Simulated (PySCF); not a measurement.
Te(OMe)(SeH) (CH4OSeTe), SMILES CO[Te][SeH].

Coordinates come from a PBE0-D3(BJ)/def2-SVP optimisation. This is a generated structure with no PubChem entry under its InChIKey; it may be hypothetical. The def2 effective core potentials stand for the cores of Te; spin–orbit coupling is left out. One conformer was computed; it need not be the lowest.

Two levels are set side by side: TDA-PBE/def2-SVPD (PySCF) and TDA-B3LYP/def2-SVPD (PySCF). Vertical, same geometry. The lowest singlet is HOMO→LUMO 98 % with PBE and HOMO→LUMO 87 % with the other functional; states are paired by order. Differences are taken from unrounded values.

| quantity | TDA-B3LYP |
|---|---|
| lowest singlet excitation (eV) | 3.15 |
| lowest triplet excitation (TDA) (eV) | 2.56 |
| first bright state (f over 0.05) (eV) | 5.29 |
| its oscillator strength | 0.09 |

Problem. What does TDA-PBE give, and how far is it from TDA-B3LYP? (An estimate is asked for; the answer gives what the named calculation found.)

Solution. 
```csv
quantity,TDA-PBE,TDA-PBE minus TDA-B3LYP
lowest singlet excitation (eV),3.03,-0.12
lowest triplet excitation (TDA) (eV),2.46,-0.10
first bright state (f over 0.05) (eV),4.72,-0.56
its oscillator strength,0.09,0.00
```

A lower first singlet is the usual sign of a functional without exact exchange. Differences between two approximate levels are no errors against the true value.

Rough cost on one machine, each run with all the roots and properties that it gave: TDA-B3LYP against TDA-PBE within a factor of 2.
